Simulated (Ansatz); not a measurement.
The same ligand exchange along the group O, S, Se.

Program: Ansatz. Geometries: PBE0-D4/def2-TZVP. ΔE: electronic, gas phase. CCSD(T)/CBS is the MP2 limit (def2-TZVPP, def2-QZVPP) plus CCSD(T) − MP2 in def2-TZVPP, frozen cores. This one scheme is used for every species. Functionals use def2-TZVPP. For Se outer-core shells are correlated without core-valence functions, which leaves a few kJ/mol of doubt a bond. Scalar relativity is left out up to krypton. Each species was taken in one conformer, which may not be the lowest.

```
                                                   reaction  r2SCAN-D4 (eV)
  `[OH][Al]([F])[Cl]` + CH₃NH₂ → `C[NH][Al]([F])[Cl]` + H₂O            0.43
  `[F][Al]([SH])[Cl]` + CH₃NH₂ → `C[NH][Al]([F])[Cl]` + H₂S            0.21
`[F][Al]([Cl])[SeH]` + CH₃NH₂ → `C[NH][Al]([F])[Cl]` + H₂Se            0.26
```

Problem. Give the CCSD(T)/CBS values in the same order. (An estimate is asked.)

Solution. Ansatz gave: 0.39, 0.19, 0.27 eV.

Largest T1 diagnostic: 0.011, for `[OH][Al]([F])[Cl]`.
